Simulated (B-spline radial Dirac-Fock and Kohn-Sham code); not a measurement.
# f′ and f″ of Pr, 15.77 keV to 56.9 keV

The computed values come from a radial finite-basis atomic code: the dispersion relation over Dirac-Hartree-Slater subshell photoionisation cross sections, with the Kissel-Pratt high-energy constant (isolated atom, no bound-bound lines or fine structure). The forward scattering factor is f₀ + f′ + i f″.

Input file task.json (cfg lists n, l and occupation; rrms is the nuclear radius in fm):

```json
{"items": [{
  "Z": 59,
  "q": 0,
  "cfg": [[1, 0, 2], [2, 0, 2], [2, 1, 6], [3, 0, 2], [3, 1, 6], [3, 2, 10], [4, 0, 2], [4, 1, 6], [4, 2, 10], [4, 3, 3], [5, 0, 2], [5, 1, 6], [6, 0, 2]],
  "A": 141,
  "rrms": 4.8919,
  "do": "dispersion",
  "hv": [521.1, 726.3, 784.2, 998.0, 1000.0, 1071.0, 1253.6, 1386.0, 1486.9, 1870.0, 2000.0, 2085.0, 2295.0, 2395.0, 2984.4, 4000.0, 4510.9, 5049.0, 5414.7, 5685.0, 6000.0, 6403.9, 6930.3, 7014.0, 8047.8, 9058.0, 9246.0, 9251.7, 12000.0, 12980.0, 13430.0, 15000.0, 15770.0, 16840.0, 17320.0, 17479.3, 22162.9, 24209.8, 30000.0, 32080.0, 36870.0, 40000.0, 49900.0, 56900.0],
  "edges": {"K": 41991.0, "L1": 6835.0, "L2": 6440.0, "L3": 5964.0, "M1": 1511.0, "M2": 1337.0, "M3": 1242.0, "M4": 948.3, "M5": 928.8, "N1": 304.5, "N2": 236.3, "N3": 217.6, "N4": 115.1, "N5": 115.1}
}]}
```

Command: `python xray2_run.py task.json out`

Edges near this range: K 41991.0 eV.

```
hν (eV)   λ (Å)  f′ (e)  f″ (e)  tabulated f′  tabulated f″
  15770  0.7862       ?       ?             ?             ?
  16840  0.7362  -0.130   3.048         -0.15          2.93
  17320  0.7158  -0.160   2.903         -0.18          2.79
17479.3  0.7093  -0.171   2.858         -0.19          2.75
22162.9  0.5594  -0.495   1.888         -0.51          1.83
24209.8  0.5121  -0.637   1.615         -0.66          1.58
  30000  0.4133  -1.049   1.102         -1.06          1.08
  32080  0.3865  -1.215   0.977         -1.22          0.95
  36870  0.3363  -1.736   0.760         -1.75          0.73
  40000  0.3100  -2.472   0.655         -2.49          0.63
  49900  0.2485  -0.864   2.602         -0.88          2.59
  56900  0.2179  -0.395   2.094         -0.41          2.08
```

Q: What are f′ and f″ at 15770 eV?

A: f′ = -0.070 and f″ = 3.412 electrons (tables: -0.09 and 3.29). By the optical theorem f″ corresponds to a photoabsorption cross section 2 rₑ λ f″ = 15100 b.

Tabulated f′: xraylib 4.2 anomalous scattering factors (Cullen et al., EPDL97); f″: Chantler's tables (J. Phys. Chem. Ref. Data 1995 and 2000). Both are theoretical tables.
